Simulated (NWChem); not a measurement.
# C4H6Si; SMILES C#CC(=C)[SiH3]

```xyz
11

C      0.8307     2.3891     0.0000
C      0.1895     1.3607     0.0000
C     -0.4833     0.1020     0.0000
C     -1.8293     0.0163     0.0000
Si     0.5975    -1.4481     0.0000
H      1.3685     3.3095     0.0000
H     -2.4610     0.9020     0.0000
H     -2.3359    -0.9448     0.0000
H      1.4677    -1.4764    -1.2051
H      1.4677    -1.4764     1.2051
H     -0.2902    -2.6420     0.0000
```
Atoms are numbered in this order, from 1.

Results from NWChem. Geometry: optimised at B3LYP/6-31G* (spherical d). Level: PBE/def2-SVP with SMD (1 M gas to 1 M solution), gas-phase geometry. Reactions with the solvent are ignored.

Among these, which solvent gives the lowest value of “dipole in solution (D)”?
(A) diethyl ether
(B) cyclohexane
(C) methanol
(D) water

B, cyclohexane. Values: cyclohexane 0.58; diethyl ether 0.68; methanol 0.78; water 0.79
